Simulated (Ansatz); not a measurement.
`[CH3][Mg][Br]` + NH₃ → `[NH2][Mg][Br]` + CH₄ at 400 K and 1 bar (ligand exchange at a Mg–C bond).

Calculated with Ansatz (gas phase, PBE0-D4/def2-TZVP geometries, no zero-point term in ΔE). CBS: MP2 limit from def2 TZ/QZ plus the TZ coupled-cluster correction, frozen cores. This one scheme is used for every species. For Br, Mg outer-core shells are correlated without core-valence functions, which leaves a few kJ/mol of doubt a bond. Scalar relativity is left out up to krypton. One conformer a species, not always the lowest.

```json
{"species": "`[CH3][Mg][Br]`", "CCSD(T)/CBS energy (Eh)": "-2813.14753", "H − E (kJ/mol)": "117.2", "S (J/(mol·K))": "323.6"}
{"species": "NH₃", "CCSD(T)/CBS energy (Eh)": "-56.50880", "H − E (kJ/mol)": "104.2", "S (J/(mol·K))": "203.1"}
{"species": "`[NH2][Mg][Br]`", "CCSD(T)/CBS energy (Eh)": "-2829.22045", "H − E (kJ/mol)": "89.6", "S (J/(mol·K))": "323.4"}
{"species": "CH₄", "CCSD(T)/CBS energy (Eh)": "-40.46206", "H − E (kJ/mol)": "131.3", "S (J/(mol·K))": "197.2"}
```

H − E and S are ideal-gas, rigid-rotor, harmonic terms from PBE0-D4/def2-TZVP, for one conformer and one mirror image of each species. 1 Eh = 2625.50 kJ/mol, R = 8.31446 J/(mol·K).

**Question.** By hand: ΔE, ΔH, ΔS and ΔG.

**Answer.** ΔE = (-2829.22045) + (-40.46206) − (-2813.14753) − (-56.50880) = -0.02618 Eh = -68.7 kJ/mol. Δ(H − E) = 89.6 + 131.3 − 117.2 − 104.2 = -0.5, so ΔH = -69.2 kJ/mol. ΔS = 323.4 + 197.2 − 323.6 − 203.1 = -6.1 J/(mol·K). ΔG = -69.2 − 400 × (-6.1)/1000 = -66.8 kJ/mol.

**Question.** By hand: the equilibrium constant, and the temperature at which ΔG would vanish if ΔH and ΔS stayed fixed.

**Answer.** log₁₀ K = −ΔG/(RT ln 10) = 8.7. ΔG = 0 at ΔH/ΔS = 11344 K, far beyond where these terms or the molecules hold.

The number of gas molecules stays the same, so ΔS is small and ΔH decides. A doubt of 5 kJ/mol in ΔE shifts log₁₀ K by 0.7 here. Other conformers and mirror images would add mixing entropy, several J/(mol·K) or more a flexible species. These are equilibria of isolated gas molecules and say nothing of rates. Largest T1 diagnostic: 0.007 (customary marks: 0.02 for closed shells, 0.045 for open ones).
